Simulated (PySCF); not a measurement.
PySCF job for FeH2O, SMILES [OH][FeH] (connectivity only; charge and spin as stated), neutral, multiplicity 5, C-PCM-PBE0/def2-TZVPD. The structure is a stationary point at B3LYP-D3(BJ)/def2-TZVP. The multiplicity is an assumed one; other spin states were not compared.

```python
import numpy as np
from pyscf import gto, scf, dft
from pyscf.solvent import pcm

mol = gto.M(
    atom='''
    Fe   -0.00217831    0.42195643    0.00000000
    O    -0.07736560   -1.36409099   -0.00000000
    H     0.14470347    2.04454290   -0.00000000
    H     0.53085738   -2.10268211    0.00000000
    ''',
    basis='def2-TZVPD',
    charge=0,
    spin=4,
    max_memory=1600,
    verbose=3,
)
mf = dft.UKS(mol, xc='pbe0').density_fit(auxbasis='def2-universal-jkfit')
mf.grids.level = 3
mf.conv_tol = 1e-9
mf.max_cycle = 100
mf.kernel()
fine, coarse = mf.grids, dft.Grids(mol).set(level=1).build(with_non0tab=True)
for _ in range(3):  # follow internal instabilities
    mf.grids = coarse
    mo, _, stable, _ = mf.stability(return_status=True, nroots=4)
    mf.grids = fine
    if stable:
        break
    mf.kernel(mf.make_rdm1(mo, mf.mo_occ))
res = {}
for name, eps in {'water': 78.355, 'acetone': 20.493, 'diethylether': 4.24}.items():
    s = mf.PCM()
    s.with_solvent.method, s.with_solvent.eps, s.with_solvent.lebedev_order = 'C-PCM', eps, 29
    s.kernel(mf.make_rdm1())
    res[name] = (s.e_tot, eps, s.dip_moment(), s.mo_energy, s.converged)
    print(f'{name}: electrostatic solvation free energy {(s.e_tot - mf.e_tot) * 627.509474:.3f} kcal/mol')
```

Log of the run:

```

WARN: HOMO 0.0756008785483848 >= LUMO 0.0348382404949638


WARN: HOMO -1.47450011433916 >= LUMO -1.96441478026644


WARN: HOMO -1.03535528414803 >= LUMO -1.24255241624477


WARN: HOMO -0.796320041116502 >= LUMO -1.03924275101273


WARN: HOMO -0.848388277386919 >= LUMO -1.00695532355283


WARN: HOMO -0.786972728323064 >= LUMO -0.870720251538934


WARN: HOMO -0.734831465000539 >= LUMO -0.885695081902348


WARN: HOMO -0.724121693644953 >= LUMO -0.838452080796763


WARN: HOMO -0.685236027601249 >= LUMO -0.874380580646019


WARN: HOMO -0.0114379967011295 >= LUMO -0.0682644301491493


WARN: HOMO -0.0973548961991469 >= LUMO -0.0971054239011273

converged SCF energy = -1339.87044986416  <S^2> = 6.0191267  2S+1 = 5.0076448
<class 'pyscf.df.df_jk.DFUKS'> wavefunction has an internal instability
converged SCF energy = -1339.87049117673  <S^2> = 6.0191041  2S+1 = 5.0076358
<class 'pyscf.df.df_jk.DFUKS'> wavefunction is stable in the internal stability analysis

WARN: PCM is an experimental feature. It is still in testing.
Features and APIs may be changed in the future.

converged SCF energy = -1339.87966630752  <S^2> = 6.0169218  2S+1 = 5.0067641
Dipole moment(X, Y, Z, Debye):  0.91435, -1.07987,  0.00054
water: electrostatic solvation free energy -5.757 kcal/mol

WARN: PCM is an experimental feature. It is still in testing.
Features and APIs may be changed in the future.

converged SCF energy = -1339.87928615533  <S^2> = 6.0170114  2S+1 = 5.0067999
Dipole moment(X, Y, Z, Debye):  0.90447, -1.06651,  0.00053
acetone: electrostatic solvation free energy -5.519 kcal/mol

WARN: PCM is an experimental feature. It is still in testing.
Features and APIs may be changed in the future.

converged SCF energy = -1339.87737638951  <S^2> = 6.0174628  2S+1 = 5.0069803
Dipole moment(X, Y, Z, Debye):  0.85628, -1.00221,  0.00049
diethylether: electrostatic solvation free energy -4.321 kcal/mol
```

The calculation finished and met its thresholds.

Cost: about 60 core-seconds (a rough figure).
